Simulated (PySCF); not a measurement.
MoF6, SMILES [F][Mo]([F])([F])([F])([F])[F], multiplicity 1.

Geometry optimised at B3LYP-D3(BJ)/def2-SVP. The multiplicity is an assumed one; no other spin state was optimised. The isomer is the one that the SMILES or the coordinates give; other isomers of the formula were not compared. The def2 effective core potentials stand for the cores of Mo; spin–orbit coupling is left out.

Two levels are set side by side: PBE/def2-TZVP (PySCF) and B3LYP/def2-TZVP (PySCF). Same geometry, gas phase. Differences are taken from unrounded values.

| quantity | B3LYP |
|---|---|
| orbital gap (eV) | 6.44 |
| highest occupied level (eV) | -12.50 |
| lowest empty level (eV) | -6.06 |
| mean polarisability (bohr³) | 45.7 |

Q: What does PBE give, and how far is it from B3LYP? (The exact figures need the calculation; the answer reports its results.)

A: 
```json
[
 {"quantity": "orbital gap (eV)", "PBE": "4.48", "PBE minus B3LYP": "-1.96"},
 {"quantity": "highest occupied level (eV)", "PBE": "-10.67", "PBE minus B3LYP": "1.83"},
 {"quantity": "lowest empty level (eV)", "PBE": "-6.19", "PBE minus B3LYP": "-0.13"},
 {"quantity": "mean polarisability (bohr³)", "PBE": "47.7", "PBE minus B3LYP": "2.1"}
]
```

Without exact exchange PBE keeps part of each electron's self-repulsion, which lifts occupied levels and narrows the gap. Loosely held outer electrons make PBE densities more polarisable. Differences between two approximate levels are no errors against the true value.

Rough cost on one machine, each run with all the roots and properties that it gave: B3LYP against PBE within a factor of 2.
